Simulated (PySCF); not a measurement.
C₃INS.
Bonds: N1–C2 (triple), C2–C3, C3–I4, C3–C5 (double), C5–S6 (double).

Method: PySCF 2.14.0, PBE0-D3(BJ)/def2-SVP geometry optimisation, gas phase, def2 core potentials past Kr; density fitting, grid level 1; the optimiser is geomeTRIC in internal coordinates, started from a GFN2-xTB structure with every atom displaced at random (about 0.01 Å).

Step 0: E = -23519.1349 eV
```
atom  x, y, z in Å  |  force x, y, z in eV/Å
N1     -2.1754   -1.1261    0.1656   -3.027  -1.842   0.474
C2     -1.2186   -0.5342    0.0097    2.126   1.224  -0.291
C3     -0.0513    0.1881   -0.1822    0.944   0.782  -0.316
I4     -0.1162    1.8668   -1.5056    0.072  -0.262   0.221
C5      1.1138   -0.0740    0.3961   -0.335   0.160  -0.182
S6      2.4725   -0.3513    1.0680    0.221  -0.062   0.094
```

Step 1: E = -23519.1497 eV
```
atom  x, y, z in Å  |  force x, y, z in eV/Å
N1     -2.1936   -1.1757    0.0777    0.173   0.118   0.079
C2     -1.2321   -0.5212    0.0444   -0.218  -0.030   0.076
C3     -0.0771    0.2834   -0.0687   -0.107  -0.372  -0.177
I4     -0.0814    1.7913   -1.5377    0.014   0.206   0.006
C5      1.0950   -0.0258    0.4650    0.324   0.013  -0.112
S6      2.5140   -0.3825    0.9709   -0.188   0.065   0.129
```

Step 2: E = -23519.1836 eV
```
atom  x, y, z in Å  |  force x, y, z in eV/Å
N1     -2.1975   -1.1774    0.1310    0.048   0.026   0.080
C2     -1.2313   -0.5379    0.0389   -0.086   0.117  -0.130
C3     -0.0713    0.2480   -0.1354    0.033  -0.238   0.060
I4     -0.0590    1.8385   -1.5204   -0.063   0.039   0.036
C5      1.0927   -0.0387    0.4315    0.160   0.036  -0.145
S6      2.4912   -0.3631    1.0061   -0.093   0.021   0.098
```

Step 3: E = -23519.1978 eV
```
atom  x, y, z in Å  |  force x, y, z in eV/Å
N1     -2.2104   -1.1388    0.1515   -0.016   0.000   0.043
C2     -1.2259   -0.5368    0.0178    0.044  -0.055  -0.032
C3     -0.0419    0.2027   -0.1823    0.003  -0.036   0.121
I4     -0.1057    1.8483   -1.4963    0.042   0.070  -0.039
C5      1.1182   -0.0582    0.4064   -0.057   0.018  -0.129
S6      2.4907   -0.3479    1.0546   -0.016   0.002   0.036
```

**Question.** Estimate the geometry and energy of step 4. (The exact step hangs on the optimiser's Hessian estimate; all steps are aligned on step 3, rigid shifts and turns removed.)

**Answer.** E = -23519.1998 eV, largest force 0.060 eV/Å
```
atom  x, y, z in Å  |  force x, y, z in eV/Å
N1     -2.2026   -1.1488    0.1688   -0.037  -0.022   0.024
C2     -1.2240   -0.5418    0.0169    0.035   0.024  -0.043
C3     -0.0466    0.2060   -0.1892    0.003   0.011   0.011
I4     -0.0923    1.8632   -1.4993    0.002  -0.024   0.023
C5      1.1141   -0.0586    0.3935   -0.028   0.018  -0.034
S6      2.4763   -0.3507    1.0609    0.025  -0.007   0.018
```

The energy changes by -0.0020 eV. The first-order estimate −F·Δx gives -0.0041 eV and the mean of the old and new forces, exact on a quadratic surface, -0.0022 eV. The step makes an angle of 62° with the force vector and moves no atom by more than 0.021 Å.

What follows is the cost of the whole optimisation. Hardware: one thread of an Intel Xeon Platinum 8375C at 2.90 GHz (shared host). Cost: 30 s, 0.42 GiB resident at most.
